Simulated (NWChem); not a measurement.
The numbers come from NWChem runs, not from measurements. System: isopropylamine (C₃H₉N), charge 0, spin multiplicity 1, at a geometry optimised with B3LYP/def2-SVP. Level: B3LYP/def2-TZVP, VWN1-RPA local correlation.

NWChem printed:

```
             Northwest Computational Chemistry Package (NWChem) 7.3.0
             --------------------------------------------------------

                                NWChem Input Module
                                -------------------

 Scaling coordinates for geometry "geometry" by  1.889725989
 (inverse scale =  0.529177249)

 Turning off AUTOSYM since
 SYMMETRY directive was detected!

                             Geometry "geometry" -> ""
                             -------------------------

 Output coordinates in angstroms (scale by  1.889725989 to convert to a.u.)

  No.       Tag          Charge          X              Y              Z
 ---- ---------------- ---------- -------------- -------------- --------------
    1 C                    6.0000    -0.29090300    -0.64309900     1.26497600
    2 C                    6.0000     0.35275800    -0.07404900     0.00000000
    3 C                    6.0000    -0.29090300    -0.64309900    -1.26497600
    4 N                    7.0000     0.19602800     1.38336200     0.00000000
    5 H                    1.0000    -0.19930600    -1.74024900     1.30050000
    6 H                    1.0000    -1.35935300    -0.37626500     1.30250900
    7 H                    1.0000     0.18937100    -0.23889800     2.17221400
    8 H                    1.0000     1.42213600    -0.38677000     0.00000000
    9 H                    1.0000     0.18937100    -0.23889800    -2.17221400
   10 H                    1.0000    -1.35935300    -0.37626500    -1.30250900
   11 H                    1.0000    -0.19930600    -1.74024900    -1.30050000
   12 H                    1.0000     0.65926600     1.78777400    -0.81486200
   13 H                    1.0000     0.65926600     1.78777400     0.81486200

 Effective nuclear repulsion energy (a.u.)     135.1236166792

            Nuclear Dipole moment (a.u.)
            ----------------------------
        X                 Y               Z
 ---------------- ---------------- ----------------
     0.0000000000     0.0000113384    -0.0000000000

      Symmetry information
      --------------------

 Group name             Cs
 Group number              2
 Group order               2
 No. of unique centers     8

      Symmetry unique atoms

     1    2    4    5    6    7    8   12


 Summary of "ao basis" -> "" (spherical)
 ------------------------------------------------------------------------------
       Tag                 Description            Shells   Functions and Types
 ---------------- ------------------------------  ------  ---------------------
 *                         def2-tzvp                  on all atoms

                                 NWChem DFT Module
                                 -----------------

 Summary of "ao basis" -> "ao basis" (spherical)
 ------------------------------------------------------------------------------
       Tag                 Description            Shells   Functions and Types
 ---------------- ------------------------------  ------  ---------------------
 C                         def2-tzvp                11       31   5s3p2d1f
 N                         def2-tzvp                11       31   5s3p2d1f
 H                         def2-tzvp                 4        6   3s1p

 Summary of "ao basis" -> "ao basis" (spherical)
 ------------------------------------------------------------------------------
       Tag                 Description            Shells   Functions and Types
 ---------------- ------------------------------  ------  ---------------------
 C                         def2-tzvp                11       31   5s3p2d1f
 N                         def2-tzvp                11       31   5s3p2d1f
 H                         def2-tzvp                 4        6   3s1p

      Symmetry analysis of basis
      --------------------------

        a'        102
        a"         76

            General Information
            -------------------
          SCF calculation type: DFT
          Wavefunction type:  closed shell.
          No. of atoms     :    13
          No. of electrons :    34
           Alpha electrons :    17
            Beta electrons :    17
          Charge           :     0
[...]
   data(b): 5.24e+05  0.00e+00  0.00e+00  0.00e+00
   time(s): 0.00e+00  0.00e+00  0.00e+00  0.00e+00  0.00e+00
rate(mb/s): 0.00e+00  0.00e+00
------------------------------------------------------------

   convergence    iter        energy       DeltaE   RMS-Dens  Diis-err    time
 ---------------- ----- ----------------- --------- --------- ---------  ------
 d= 0,ls=0.0,diis     1   -170.8198194918 -3.06D+02  2.99D+01  1.74D+01    10.7
 d= 0,ls=0.0,diis     2   -173.8526987071 -3.03D+00  1.78D-02  6.36D+00    13.4
 d= 0,ls=0.0,diis     3   -174.1462095536 -2.94D-01  1.26D-02  3.59D+00    16.0
 d= 0,ls=0.0,diis     4   -174.5572078950 -4.11D-01  1.49D-03  5.64D-02    18.6
 d= 0,ls=0.0,diis     5   -174.5624315418 -5.22D-03  4.05D-04  1.07D-02    21.2
  Resetting Diis
 d= 0,ls=0.0,diis     6   -174.5637167746 -1.29D-03  7.76D-05  6.94D-04    23.9
 d= 0,ls=0.0,diis     7   -174.5637885124 -7.17D-05  3.71D-05  1.83D-05    26.5
 d= 0,ls=0.0,diis     8   -174.5637880280  4.84D-07  1.68D-05  2.31D-05    29.0
 d= 0,ls=0.0,diis     9   -174.5637907958 -2.77D-06  2.41D-06  3.91D-07    31.7
 d= 0,ls=0.0,diis    10   -174.5637908437 -4.79D-08  8.89D-07  8.48D-09    34.3

         Total DFT energy =     -174.563790843658
      One electron energy =     -501.584490185648
           Coulomb energy =      218.478286333674
    Exchange-Corr. energy =      -26.581203670862
 Nuclear repulsion energy =      135.123616679178

 Numeric. integr. density =       33.999995811920

     Total iterative time =     32.8s

                  Occupations of the irreducible representations
                  ----------------------------------------------

                     irrep           alpha         beta
                     --------     --------     --------
                     a'               11.0         11.0
                     a"                6.0          6.0

                       DFT Final Molecular Orbital Analysis
                       ------------------------------------

 Vector   15  Occ=2.000000D+00  E=-3.461297D-01  Symmetry=a'
              MO Center= -1.2D-01, -1.9D-01, -6.3D-14, r^2= 3.0D+00
   Bfn.  Coefficient  Atom+Function         Bfn.  Coefficient  Atom+Function
  ----- ------------  ---------------      ----- ------------  ---------------
    37      0.205901   2 C  px                6     -0.184043   1 C  px
    68     -0.184043   3 C  px               40      0.146949   2 C  px
   132      0.141871   6 H  s               144      0.142108   8 H  s
   156      0.141871  10 H  s                 9     -0.127258   1 C  px
    71     -0.127258   3 C  px               99      0.116549   4 N  px

 Vector   16  Occ=2.000000D+00  E=-3.387724D-01  Symmetry=a"
              MO Center=  1.5D-02, -2.8D-01,  6.7D-14, r^2= 3.0D+00
   Bfn.  Coefficient  Atom+Function         Bfn.  Coefficient  Atom+Function
  ----- ------------  ---------------      ----- ------------  ---------------
    39     -0.258005   2 C  pz                8      0.235912   1 C  pz
    70      0.235912   3 C  pz               42     -0.196553   2 C  pz
    11      0.170410   1 C  pz               73      0.170410   3 C  pz
   138      0.152306   7 H  s               150     -0.152306   9 H  s
    45     -0.099851   2 C  pz              137      0.100028   7 H  s

 Vector   17  Occ=2.000000D+00  E=-2.440361D-01  Symmetry=a'
              MO Center=  1.5D-01,  1.1D+00,  1.9D-15, r^2= 1.7D+00
   Bfn.  Coefficient  Atom+Function         Bfn.  Coefficient  Atom+Function
  ----- ------------  ---------------      ----- ------------  ---------------
    99      0.371227   4 N  px              102      0.305216   4 N  px
   105      0.306352   4 N  px               98     -0.181505   4 N  s
   144     -0.159050   8 H  s                97     -0.152293   4 N  s
   145     -0.141591   8 H  s                37     -0.117293   2 C  px
    96     -0.101049   4 N  s               106     -0.098417   4 N  py

 Vector   18  Occ=0.000000D+00  E= 2.222386D-02  Symmetry=a'
              MO Center=  7.0D-01,  4.8D-01, -1.1D-15, r^2= 7.8D+00
   Bfn.  Coefficient  Atom+Function         Bfn.  Coefficient  Atom+Function
  ----- ------------  ---------------      ----- ------------  ---------------
     5      1.801142   1 C  s                67      1.801142   3 C  s
   145     -1.054027   8 H  s                98      0.990343   4 N  s
   139     -0.934376   7 H  s               151     -0.934376   9 H  s
    36      0.853531   2 C  s               169     -0.854918  12 H  s
   175     -0.854918  13 H  s               127     -0.748751   5 H  s

 Vector   19  Occ=0.000000D+00  E= 6.916677D-02  Symmetry=a'
              MO Center= -1.3D-01, -1.3D-02, -1.2D-12, r^2= 9.1D+00
   Bfn.  Coefficient  Atom+Function         Bfn.  Coefficient  Atom+Function
  ----- ------------  ---------------      ----- ------------  ---------------
     5      2.779571   1 C  s                67      2.779571   3 C  s
    98     -1.510439   4 N  s               133     -1.189627   6 H  s
   157     -1.189627  10 H  s               127     -1.172473   5 H  s
   163     -1.172473  11 H  s                36     -1.024465   2 C  s
   169      0.869580  12 H  s               175      0.869580  13 H  s

 Vector   20  Occ=0.000000D+00  E= 7.315095D-02  Symmetry=a"
              MO Center=  3.2D-01,  3.1D-01,  9.9D-13, r^2= 9.0D+00
   Bfn.  Coefficient  Atom+Function         Bfn.  Coefficient  Atom+Function
  ----- ------------  ---------------      ----- ------------  ---------------
     5      3.496827   1 C  s                67     -3.496827   3 C  s
   139     -1.508327   7 H  s               151      1.508327   9 H  s
   133     -1.106352   6 H  s               157      1.106352  10 H  s
    45     -0.969505   2 C  pz              169      0.796970  12 H  s
   175     -0.796970  13 H  s               127     -0.760568   5 H  s

------------------------------------------------------------
EAF file 0: "./mol.aoints.0" size=524288 bytes
------------------------------------------------------------
               write      read    awrite     aread      wait
               -----      ----    ------     -----      ----
     calls:        1         9         0         0         0
   data(b): 5.24e+05  4.72e+06  0.00e+00  0.00e+00
   time(s): 0.00e+00  0.00e+00  0.00e+00  0.00e+00  0.00e+00
rate(mb/s): 0.00e+00  0.00e+00
------------------------------------------------------------

 center of mass
 --------------
 x =  -0.00004715 y =   0.04844459 z =  -0.00000000

 moments of inertia (a.u.)
 ------------------
         378.282916270817         -40.831651800397          -0.000000000000
         -40.831651800397         239.031127420034           0.000000000000
          -0.000000000000           0.000000000000         216.770000523687

     Multipole analysis of the density
     ---------------------------------

     L   x y z        total         alpha         beta         nuclear
     -   - - -        -----         -----         ----         -------
     0   0 0 0     -0.000000    -17.000000    -17.000000     34.000000

     1   1 0 0      0.510402      0.255201      0.255201      0.000000
     1   0 1 0     -0.061609     -0.030810     -0.030810      0.000011
     1   0 0 1      0.000000      0.000000      0.000000     -0.000000

     2   2 0 0    -20.887801    -26.102476    -26.102476     31.317150
     2   1 1 0      1.986904    -12.254882    -12.254882     26.496668
     2   1 0 1     -0.000000     -0.000000     -0.000000     -0.000000
     2   0 2 0    -20.577618    -66.332627    -66.332627    112.087636
     2   0 1 1      0.000000      0.000000      0.000000      0.000000
     2   0 0 2    -20.081651    -75.646024    -75.646024    131.210397

 Task  times  cpu:       34.4s     wall:       34.4s

 Total times  cpu:       34.4s     wall:       34.4s
```

**Question.** Write an NWChem input that would produce this output.

**Answer.** This is not unique; one that fits is 
```
start mol
memory heap 200 mb stack 900 mb global 1100 mb
geometry units angstroms nocenter noautoz
  C     -0.290903    -0.643099     1.264976
  C      0.352758    -0.074049     0.000000
  C     -0.290903    -0.643099    -1.264976
  N      0.196028     1.383362     0.000000
  H     -0.199306    -1.740249     1.300500
  H     -1.359353    -0.376265     1.302509
  H      0.189371    -0.238898     2.172214
  H      1.422136    -0.386770     0.000000
  H      0.189371    -0.238898    -2.172214
  H     -1.359353    -0.376265    -1.302509
  H     -0.199306    -1.740249    -1.300500
  H      0.659266     1.787774    -0.814862
  H      0.659266     1.787774     0.814862
  symmetry group Cs
end
basis spherical
  * library def2-tzvp
end
dft
  xc b3lyp
  semidirect memsize 60000000 filesize 0
  iterations 100
end
task dft energy
```
